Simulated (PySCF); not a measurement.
**C₆ coefficients of unlike pairs at PBE0**

Calculated with PySCF 2.14 from the dipole response of each species, C₆(A,B) = (3/π) ∫ α_A(iu) α_B(iu) du, in atomic units, from isotropic polarisabilities. For ions this is the dispersion term alone; charge-induced terms of lower order in 1/R come first.

```
species                configuration                                                                 basis      relativity  α (bohr³)  C₆ (like pair)
  B(2+)                [He] 2s1 (2S)                                                dyall-av3z (15s9p3d2f)   spin-free X2C      7.190           9.668
      W       [Xe] 4f14 5d4 6s2 (5D)                           aug-cc-pVQZ-PP with ECP60MDF (7s7p6d4f3g2h)  core potential      75.10           924.2
     Tl  [Xe] 4f14 5d10 6s2 6p1 (2P)  def2-QZVPPD with the def2 core potential (60 electrons) (8s6p5d4f1g)  core potential      78.34           819.9
    Ge+       [Ar] 3d10 4s2 4p1 (2P)                             aug-cc-pVQZ-PP with ECP10MDF (7s6p5d3f2g)  core potential      19.11           109.9
```

Estimate C₆ for Tl with W.

The integral gives 868.0. The combination rule 2 C_A C_B / (C_A α_B/α_A + C_B α_A/α_B) gives 865.9 and the geometric mean 870.5.

No spin-orbit coupling is included.

The other pairs:

```json
{"pair": "Tl, B(2+)", "C₆": "88.27"}
{"pair": "Ge+, Tl", "C₆": "288.6"}
{"pair": "Ge+, W", "C₆": "309.9"}
{"pair": "Ge+, B(2+)", "C₆": "31.79"}
{"pair": "W, B(2+)", "C₆": "94.35"}
```
